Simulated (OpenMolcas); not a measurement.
V3+ among 4 point charges of -1.5 e arranged as a tetrahedron (Td), 1.78 Å from the ion.

```yaml
Program: OpenMolcas 26.06
Method: CASSCF
Basis: ANO-RCC-VTZP [6s5p3d2f1g]
Scalar_Hamiltonian: DKH2, point nucleus
Active_space: 2 electrons in 5 orbitals (3d)
State_averaging: 2S+1 = 3 even, 10 roots; 2S+1 = 1 even, 15 roots
Spin-orbit_coupling: state interaction with AMFI integrals over the reference wave functions
```

**Question.** What is the spin-free ground state (labels of Td)?

**Answer.** 3A2, 1-fold in its orbital part, 100 % from free-ion F terms; it has the highest spin that d2 allows.

**Question.** Where is the first state of the same spin?

**Answer.** 3T2 at 2550 cm-1 above the ground state.

**Question.** What are the lowest two levels with spin-orbit coupling?

**Answer.** A 3-fold level T2, then a 1-fold level A2 2488 cm-1 above it. Their leading multiplicities are 3 (100 %) and 3 (100 %).

**Question.** What is χT at 300 K, and how does it compare with the textbook value?

**Answer.** The lowest level has 2S+1 = 3, for which the spin-only value is χT = S(S+1) / 2 = 1.000 cm3 K/mol (g = 2). The computed 0.931 at 300 K differs by -0.069, through orbital momentum, spin-orbit coupling and any other state in reach.

**Question.** Which ligand-field parameters describe the states?

**Answer.** A least-squares ligand-field fit to the states below 45000 cm-1, each weighted by its degeneracy and with a free common offset, gives 10Dq = -2570 cm-1 (negative for this site), B = 1064 cm-1 and C = 3980 cm-1 (C/B = 3.74), with an rms deviation of 56 cm-1. 

Without dynamic correlation the repulsion within the d shell is too large (B by tens of per cent), so at a given field states of lower spin stand too high. The ground term spreads over less than 5000 cm-1, several times less than with real ligands, so orbital moments are less quenched and χT lies further from the spin-only value than at real sites. Point charges carry no covalency, so the field is a model and not that of real ligands. No measured value stands beside these numbers.
